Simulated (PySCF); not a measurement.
**Os⁺: ionisation energy**

Os⁺ [Xe] 4f14 5d6 6s1 [5d3/2^4 5d5/2^2 6s1/2^1, M_J = 9/2] → Os²⁺ [Xe] 4f14 5d6 [5d3/2^4 5d5/2^2, M_J = 4], as a difference of total energies. Computed with PySCF 2.14 in x2c-TZVPPall-2c (11s11p10d3f1g, 124 functions), with the two-component X2C-1e Hamiltonian. "Screened" scales the spin-orbit matrix elements by Boettger's factors to mimic the two-electron term; Breit and QED terms are absent.

```tsv
method	ionisation energy (eV)
GHF (spin-free)	16.065
GHF (screened spin-orbit)	16.042
```

The spin-free rows relax to the high-spin LS determinant and lack the spin-orbit shift.

Errors of the correlated levels include the incompleteness of this basis and the frozen core.

The labels give the starting determinants; with spin-orbit coupling the two ends relaxed to ⟨J²⟩ = 24.78, ⟨L²⟩ = 6.57, ⟨S²⟩ = 8.56 and ⟨J²⟩ = 20.06, ⟨L²⟩ = 6.67, ⟨S²⟩ = 5.83.

For comparison: 17 ± 1 eV (semi-empirical (NIST evaluation); NIST Atomic Spectra Database, ionization energies).
